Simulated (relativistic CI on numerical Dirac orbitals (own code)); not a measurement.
## Energy levels of Tl58+

Calculated at this level of theory: Dirac-Coulomb-Breit CI, separate exchange-only KLI orbitals for each configuration, model QED (radiative potential, 1s self-energy scaled to tabulated hydrogen-like ionisation energies), unscaled Slater integrals (own radial code, finite nucleus).

Configurations in the expansion (outside the closed core [Ne]): 3s2 3p6 3d5, 3s2 3p5 3d6, 3s2 3p4 3d7, 3s 3p6 3d6, 3p6 3d7, 3s 3p5 3d7, 3s2 3p6 3d4 4s, 3s2 3p6 3d4 4p, 3s2 3p4 3d6 4s, 3s2 3p5 3d5 4s, 3s2 3p6 3d4 4f, 3s2 3p6 3d3 4s2, 3s 3p6 3d5 4s. Levels of other configurations are missing.

The lowest level is 3s2 3p6 3d5 2D_5/2, with 27 % of that term; Hund's rules for 3s2 3p6 3d5 give 6S with J = 5/2, of which the calculation keeps J, while another term leads.

| No. | Configuration | Term | J | E (10³ cm⁻¹) | % | Next component (%) | Lifetime (s) |
| --- | --- | --- | --- | --- | --- | --- | --- |
| 1 | 3s2 3p6 3d5 | 2D | 5/2 | 0.0 | 27 | 24 4P |  |
| 2 | 3s2 3p6 3d5 | 6S | 5/2 | 766.7 | 32 | 22 2F | 7.22e-08 |
| 3 | 3s2 3p6 3d5 | 4G | 7/2 | 871.0 | 31 | 26 2F | 1.62e-07 |
| 4 | 3s2 3p6 3d5 | 2H | 11/2 | 881.2 | 46 | 30 4G |  |
| 5 | 3s2 3p6 3d5 | 4D | 3/2 | 889.6 | 37 | 27 4P | 7.30e-08 |
| 6 | 3s2 3p6 3d5 | 2G | 9/2 | 936.5 | 35 | 24 4G | 2.05e-04 |
| 7 | 3s2 3p6 3d5 | 2D | 5/2 | 973.2 | 38 | 23 4D | 5.44e-06 |
| 8 | 3s2 3p6 3d5 | 2F | 7/2 | 1013.1 | 39 | 35 2G | 2.31e-06 |
| 9 | 3s2 3p6 3d5 | 4P | 1/2 | 1014.4 | 37 | 34 2S | 2.40e-05 |
| 10 | 3s2 3p6 3d5 | 2D | 3/2 | 1179.8 | 65 | 17 4F | 1.16e-06 |
| 11 | 3s2 3p6 3d5 | 6S | 5/2 | 1625.0 | 38 | 26 4G | 3.69e-08 |
| 12 | 3s2 3p6 3d5 | 4D | 7/2 | 1708.5 | 52 | 42 4G | 6.49e-08 |
| 13 | 3s2 3p6 3d5 | 4G | 11/2 | 1710.2 | 51 | 49 2I | 9.66e-08 |
| 14 | 3s2 3p6 3d5 | 4G | 9/2 | 1728.9 | 64 | 34 2G | 9.68e-08 |
| 15 | 3s2 3p6 3d5 | 2I | 13/2 | 1755.2 | 100 |  | 5.07e-07 |
| 16 | 3s2 3p6 3d5 | 4D | 1/2 | 1779.0 | 79 | 18 2S | 5.17e-08 |
| 17 | 3s2 3p6 3d5 | 4P | 3/2 | 1786.0 | 53 | 35 4F | 3.94e-08 |
| 18 | 3s2 3p6 3d5 | 2F | 5/2 | 1796.9 | 42 | 33 4D | 7.00e-08 |
| 19 | 3s2 3p6 3d5 | 2H | 9/2 | 1843.0 | 53 | 47 4F | 6.25e-08 |
| 20 | 3s2 3p6 3d5 | 2G | 7/2 | 1867.5 | 61 | 35 2F | 1.96e-07 |
| 21 | 3s2 3p6 3d5 | 4F | 5/2 | 1888.3 | 65 | 26 2D | 5.67e-08 |
| 22 | 3s2 3p6 3d5 | 2D | 3/2 | 1889.1 | 83 | 16 4D | 1.50e-07 |
| 23 | 3s2 3p6 3d5 | 2G | 7/2 | 1947.6 | 48 | 32 2F | 1.16e-07 |
| 24 | 3s2 3p6 3d5 | 4P | 1/2 | 1948.5 | 48 | 42 2P | 7.91e-08 |
| 25 | 3s2 3p6 3d5 | 2G | 9/2 | 2031.2 | 81 | 10 4F | 2.07e-07 |
| 26 | 3s2 3p6 3d5 | 2P | 3/2 | 2173.9 | 74 | 23 2D | 2.03e-07 |
| 27 | 3s2 3p6 3d5 | 2D | 5/2 | 2212.3 | 81 | 10 2F | 1.28e-07 |
| 28 | 3s2 3p6 3d5 | 4P | 5/2 | 2577.6 | 33 | 25 2F | 2.55e-08 |
| 29 | 3s2 3p6 3d5 | 2F | 7/2 | 2663.6 | 28 | 26 4F | 3.68e-08 |
| 30 | 3s2 3p6 3d5 | 2H | 11/2 | 2675.3 | 53 | 27 2I | 4.82e-08 |
| 31 | 3s2 3p6 3d5 | 4D | 3/2 | 2691.5 | 32 | 27 2D | 2.97e-08 |
| 32 | 3s2 3p6 3d5 | 2G | 9/2 | 2742.7 | 50 | 19 4F | 5.19e-08 |
| 33 | 3s2 3p6 3d5 | 2D | 5/2 | 2785.4 | 57 | 23 2F | 4.79e-08 |
| 34 | 3s2 3p6 3d5 | 2G | 7/2 | 2819.0 | 49 | 36 2F | 5.15e-08 |
| 35 | 3s2 3p6 3d5 | 2P | 1/2 | 2881.5 | 43 | 38 2S | 5.06e-08 |
| 36 | 3s2 3p6 3d5 | 2D | 3/2 | 3032.0 | 73 | 16 2P | 4.15e-08 |
| 37 | 3s2 3p6 3d5 | 2D | 5/2 | 3605.0 | 35 | 24 2F | 2.26e-08 |
| 38 | 3s2 3p5 3d6 | 4G° | 11/2 | 3654.6 | 43 | 31 6F° | 3.87e-11 |
| 39 | 3s2 3p5 3d6 | 2D° | 5/2 | 3727.6 | 31 | 26 4P° | 3.31e-11 |
| 40 | 3s2 3p5 3d6 | 4F° | 9/2 | 3744.4 | 40 | 24 2G° | 3.81e-11 |
| 41 | 3s2 3p5 3d6 | 4D° | 7/2 | 3781.4 | 41 | 23 2F° | 4.69e-12 |
| 42 | 3s2 3p5 3d6 | 2P° | 1/2 | 3834.3 | 41 | 21 2S° | 4.00e-11 |
| 43 | 3s2 3p5 3d6 | 4D° | 7/2 | 3979.0 | 30 | 28 2F° | 1.18e-12 |
| 44 | 3s2 3p5 3d6 | 2P° | 3/2 | 4023.0 | 38 | 18 4P° | 2.84e-11 |
| 45 | 3s2 3p5 3d6 | 2D° | 5/2 | 4160.0 | 26 | 20 2F° | 3.81e-13 |

Energies count from the lowest computed level; ° marks odd parity; lifetimes are radiative, by E1, M1, E2, M2 decay to levels of this space only; some are left blank where a channel outside the calculation adds to the decay or the decay crosses a small, uncertain gap.

The mean weight of the leading LS term, summed over parents, in these 45 levels is 49 %, and that of the leading jj configuration (from the same eigenvectors) 98 %, so jj coupling describes them better and the LS labels are nominal.

At this charge energies of transitions that change n are usually good to better than 1 %, and those within a shell (Δn = 0) to a few per cent.

LS names give the leading component of a level, which can be under half, so a name can repeat, a term be missing and a line seem to break the LS rules.
